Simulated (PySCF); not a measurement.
# How the method changes the shape and vibrations of BH4Si

These are calculations, not measurements. The program is PySCF 2.14.0, an open-source quantum chemistry code, run on an isolated molecule that a program drew, which may never have been made. The molecule is BH4Si (charge 0, doublet), drawn as the SMILES string `B[SiH2]`.

The geometry was optimised and harmonic frequencies were computed with HF and MP2, all in the cc-pV(D+d)Z basis, for the commonest isotopes, with a restricted reference for singlets and an unrestricted one otherwise, and a frozen core in MP2. Each result is a local minimum of its method.

Geometry at the HF minimum:
```xyz
6
BH4Si, angstrom
B     0.4462    1.5611   -0.7666
Si   -0.5327    1.3831   -2.4426
H     1.0906    2.5478   -0.5507
H     0.4040    0.6841    0.0484
H    -0.5437    2.4050   -3.5076
H    -1.3536    0.2101   -2.8014
```

Lengths of the bonds as drawn, in Å (atoms numbered as above):
| bond | HF | MP2 |
|---|---|---|
| B1-Si2 | 1.949 | 1.939 |
| B1-H3 | 1.198 | 1.205 |
| B1-H4 | 1.198 | 1.205 |
| Si2-H5 | 1.476 | 1.480 |
| Si2-H6 | 1.476 | 1.480 |

Rotational constants, in GHz:
| constant | HF | MP2 |
|---|---|---|
| A | 97.6 | 97.11 |
| B | 12.08 | 12.17 |
| C | 10.75 | 10.82 |

Harmonic frequencies in cm^-1, each column in rising order, so a row needn't be the same motion in every method:
| rank | HF | MP2 |
|---|---|---|
| 1 | 196 | 408 |
| 2 | 439 | 417 |
| 3 | 462 | 449 |
| 4 | 710 | 724 |
| 5 | 798 | 764 |
| 6 | 895 | 840 |
| 7 | 1018 | ? |
| 8 | 1247 | 1186 |
| 9 | 2339 | 2299 |
| 10 | 2347 | 2317 |
| 11 | 2684 | 2634 |
| 12 | 2772 | 2731 |

**Estimate the missing MP2 frequency from the HF column.**

A single factor s that minimises the squared misfit of MP2 against s times HF over the other rows is sum(HF x MP2) / sum(HF^2) = 0.9823, with an rms misfit of 68 cm^-1. For rank 7 it gives 0.9823 x 1018 = 1000 cm^-1. The calculation gives 978 cm^-1, 22 cm^-1 below the estimate. The drawn bonds are on average 0.2 % longer in MP2 than in HF.
